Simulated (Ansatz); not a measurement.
ReO₃ was relaxed with r2SCAN-D4 (def2-TZVP) in Ansatz in these states: charge +1 singlet, neutral quartet. The geometries follow in no particular order.

In the def2 sets Re takes a core potential; there is no spin–orbit coupling.

A:

Cartesian coordinates in Å:
```
Re -0.135 -0.159 0.751
O 1.476 0.068 0.996
O -0.552 -0.648 -1.000
O -0.789 0.739 -0.748
```

B:

```xyz
4

Re    0.218    0.316   -0.474
O    -0.937    0.978   -1.529
O     0.376   -1.262    0.599
O     0.344   -0.033    1.404
```

Question: Judge from the bond lengths which geometry belongs to which state (an estimate).

Answer: A is the charge +1 singlet (Re1–O2 1.645 Å, Re1–O3 1.865 Å, Re1–O4 1.865 Å); B is the neutral quartet (Re1–O2 1.698 Å, Re1–O3 1.915 Å, Re1–O4 1.915 Å).

A triplet lies near this restricted singlet, and broken spin symmetry wasn't tried. At PBE0-D4/def2-TZVP a triplet lies 0.05 eV below the charge +1 singlet. These are the stationary points nearest to one start from a short search; other shapes may lie lower in each state.
